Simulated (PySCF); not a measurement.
Species: pyrocatechol, C6H6O2.
Bonds: O1–C2, C2–C3 (aromatic), C3–C4 (aromatic), C4–C5 (aromatic), C5–C6 (aromatic), C6–C7 (aromatic), C7–O8, C2–C7 (aromatic). Hydrogens: H9 on O1; H10 on C3; H11 on C4; H12 on C5; H13 on C6; H14 on O8.

Computed by this run: PBE0-D3(BJ)/def2-TZVP geometry optimisation, gas phase (PySCF 2.14.0); density fitting, grid level 2; the optimiser is geomeTRIC in internal coordinates, started from a GFN2-xTB structure with every atom displaced at random (about 0.01 Å).

Geometry at step 1:
```
atom  x, y, z in Å
O1      1.2617   -2.0054   -0.5533
C2      0.5406   -0.9570   -0.0899
C3     -0.5331   -1.2288    0.7326
C4     -1.5178   -0.2677    0.9548
C5     -1.2663    1.0327    0.5524
C6     -0.1191    1.3488   -0.1573
C7      0.7570    0.3479   -0.5347
O8      1.8169    0.5007   -1.3871
H9      1.9769   -1.6639   -1.0754
H10    -0.6754   -2.2528    1.0616
H11    -2.3282   -0.4667    1.6580
H12    -2.0087    1.8029    0.7537
H13     0.0643    2.3698   -0.4736
H14     2.0137    1.4329   -1.4769
```

Question: What forces act on the atoms?

Answer: 
| atom | Fx (eV/Å) | Fy (eV/Å) | Fz (eV/Å) |
| --- | --- | --- | --- |
| O1 | -0.154 | -0.028 | 0.590 |
| C2 | -0.402 | -0.278 | -0.309 |
| C3 | -0.877 | -0.216 | -0.275 |
| C4 | 0.923 | 0.129 | 1.102 |
| C5 | -0.554 | 0.272 | -0.030 |
| C6 | 0.028 | 0.047 | -0.293 |
| C7 | 0.133 | -0.359 | 0.009 |
| O8 | -0.067 | 0.024 | 0.251 |
| H9 | 0.640 | 0.271 | -0.444 |
| H10 | 0.060 | 0.028 | 0.013 |
| H11 | -0.019 | -0.097 | -0.492 |
| H12 | 0.243 | -0.013 | 0.055 |
| H13 | -0.018 | 0.038 | -0.068 |
| H14 | 0.063 | 0.183 | -0.108 |

The largest, 1.44 eV/Å, acts on C4; the rms over all components is 0.359 eV/Å. The forces sum to zero within rounding, as they must for an isolated molecule in no field.

Question: Give the force on C4 in Eh/bohr and in nN.

Answer: 1.443 eV/Å ÷ 51.422 = 0.02806 Eh/bohr, and 1.443 eV/Å × 1.602 = 2.31 nN.

Question: How far is this geometry from the end of the optimisation?

Answer: 0.184 eV above it, and 0.093 Å rms away after alignment. The bonds farthest from their final lengths, with half the difference of the two atoms' forces along the bond (positive lengthens):

```csv
bond,now (Å),final (Å),force along bond (eV/Å)
O1–H9,0.949,0.964,+0.64
C4–H11,1.091,1.083,-0.14
C5–H12,1.089,1.083,-0.36
C3–C4,1.394,1.389,-0.41
C5–C6,1.385,1.390,+0.28
C2–C3,1.380,1.383,+0.19
```

The angle farthest from its final value is O1–C2–C3, 117.8° against 120.2°.

The cost below is that of the whole optimisation. On one thread of an Arm Neoverse V2, no GPU, shared host with 96 logical CPUs at a one-minute load of 37, this took 6.3 min and 1.6 GiB of memory at its peak.
